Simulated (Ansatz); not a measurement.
Geometry optimisation, Ansatz 0.2.0, RKS B3LYP-D4/def2-SVP.

The input (input.yaml):

```yaml
crystal:
  periodic: [false, false, false]
  atoms:
    - { symbol: Si, position_ang: [-0.75608, 0.55631, -0.16721] }
    - { symbol: C, position_ang: [0.76624, -0.60692, 0.05291] }
    - { symbol: I, position_ang: [1.82637, -0.927, 1.73028] }
    - { symbol: H, position_ang: [-1.70167, -0.44853, -0.67664] }
    - { symbol: H, position_ang: [-0.20301, 1.3999, -1.23876] }
    - { symbol: H, position_ang: [-1.06757, 1.19586, 1.10253] }
    - { symbol: H, position_ang: [1.13572, -1.16962, -0.80311] }
total_charge: 1
basis:
  gaussian: { orbitals: def2-SVP }
hamiltonian:
  xc: b3lyp
  dispersion: d4
relax:
  f_tol: 0.02
  max_steps: 40
scf:
  lower_state_search: "off"
output:
  orbitals: {}
```

Run as:

```bash
$ ansatz run input.yaml --threads 2 --pin off --max-ram 3072MiB --backend cpu --events-out ev --progress --plain --runs-dir out
```

Problem. Where does it end, and by what steps?

Solution. The run converged. Limits of this set-up: the dipole of an ion depends on the origin. After 4 steps the energy has fallen by 0.042 eV; H5 moved furthest, 0.06 Å.

```
step  energy less start (eV)  largest force component (eV/Å)  accepted
   0                  0.0000                           0.899       yes
   1                 -0.0382                           0.122       yes
   2                 -0.0399                           0.117       yes
   3                 -0.0413                           0.048       yes
   4                 -0.0416                           0.010       yes
```

```xyz
7
Properties=species:S:1:pos:R:3
Si -0.729 0.530 -0.183
C 0.787 -0.617 0.067
I 1.818 -0.919 1.738
H -1.758 -0.421 -0.688
H -0.247 1.445 -1.255
H -1.044 1.179 1.107
H 1.173 -1.198 -0.787
```

Whether the end is a true minimum wasn't checked by a vibrational analysis.

Time of the run: 13 s on 2 threads of Arm Neoverse N1, on a shared host, peak memory 0.16 GiB.
